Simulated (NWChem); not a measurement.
Correlation energy of Se (+1)

```
Se
```
Charge +1, spin multiplicity 4.

Program: NWChem.

Basis set: def2-SVP. Each correlation energy counts from its own Hartree-Fock reference.

The Hamiltonian is non-relativistic. The correlated methods keep 9 core orbitals frozen. No SCF solution was tested for a lower state. Open-shell Hartree-Fock references start from PBE0 orbitals. No row is a measurement; the coupled-cluster row has its own basis-set and correlation limits.

| method | correlation energy (mHa) |
|---|---|
| UMP2 | (withheld) |
| CCSD on UHF | -179.6 |
| CCSD[T] on UHF | (withheld) |
| CCSD on ROHF | -180.5 |
| CCSD(T) on UHF | (withheld) |
| CCSD[T] on ROHF | -183.7 |
| CCSD(T) on ROHF | -183.5 |
| CCSDT on ROHF | -183.4 |
| SCS-UMP2 | (withheld) |

Fill in the missing entries.


- UMP2, correlation energy (mHa): -172.0
- CCSD[T] on UHF, correlation energy (mHa): -182.8
- CCSD(T) on UHF, correlation energy (mHa): -182.6
- SCS-UMP2, correlation energy (mHa): -156.4
